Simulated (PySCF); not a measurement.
Cl$_{2}$Sn, charge -1, doublet, at a GFN2-xTB geometry (such geometries of metal compounds can be far from the true shape) (a state made from the parent by changing its charge; the spin is typed, not shown lowest) (all electrons, no relativity) (in this run its highest filled SCF level lies above zero, so its values depend strongly on the basis, on diffuse functions most of all). Base run: HF/STO-3G (PySCF).

Geometry (Å):
```xyz
3

Sn     0.0108    -0.0102     0.6391
Cl     1.2323     1.5589    -0.9362
Cl    -1.2640    -1.5288    -0.9436
```
Charge -1, spin multiplicity 2.
Orbitals are unrestricted.
All else is at PySCF's defaults.

Variants of this job, named by their change:

```
change                                    E (Eh)  HOMO (eV)  <S^2>  core-seconds (rough)
-----------------------------------  -----------  ---------  -----  --------------------
base                                 -6872.49542       1.44  0.757                   0.6
functional = mn15                    -6869.85456       3.88  0.752                     4
functional = r2scan                  -6875.90520       5.01  0.753                     5
functional = pbe; dispersion = d3bj  -6874.71605       5.34  0.751                     4
functional = wb97x_v                 -6875.35504       1.82  0.752                    40
functional = revpbe                  -6875.21378       5.34  0.752                     3
functional = bhandhlyp               -6875.96508       3.15  0.752                     3
functional = scan                    -6876.35770       5.00  0.753                     5
functional = b97m_v                  -6875.33405       5.18  0.753                    30
functional = m062x                   -6875.97635       3.16  0.754                     5
functional = pbe0                    -6875.19697       4.09  0.752                     3
functional = wb97x                   -6875.91022       1.67  0.752                     6
functional = m06l                    -6875.88950       5.08  0.753                     4
```

Totals shift with the method and basis; they matter in differences.

Open shells are given as the SCF converged; they aren't shown to be the lowest states, and a large step between rows can be another state.
